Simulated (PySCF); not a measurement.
H5Si2, SMILES [SiH3][SiH2] (connectivity only; charge and spin as stated), charge +1, multiplicity 1.

The structure is a stationary point at r2SCAN-D4/def2-TZVP. The multiplicity is an assumed one; other spin states were not compared. The isomer is the one that the SMILES or the coordinates give; other isomers of the formula were not compared.

These are PBE/def2-TZVPD in PySCF values and carry that method's errors.

Symmetry labels are those of the subgroup Cs that the program uses (full group Cs).

Problem. List the valence orbital energies around the gap with their symmetry. (Estimate from the structure and the level; the computed values follow.)

Solution. 
```
orbital  symmetry  energy (eV)
-------  --------  -----------
HOMO−7         A'       -99.91
HOMO−6         A"       -99.88
HOMO−5         A'       -20.07
HOMO−4         A'       -18.24
HOMO−3         A"       -15.12
HOMO−2         A'       -14.27
HOMO−1         A"       -14.05
HOMO           A'       -13.53
LUMO           A'       -10.28
LUMO+1         A'        -6.46
LUMO+2         A"        -6.43
LUMO+3         A'        -5.30
```
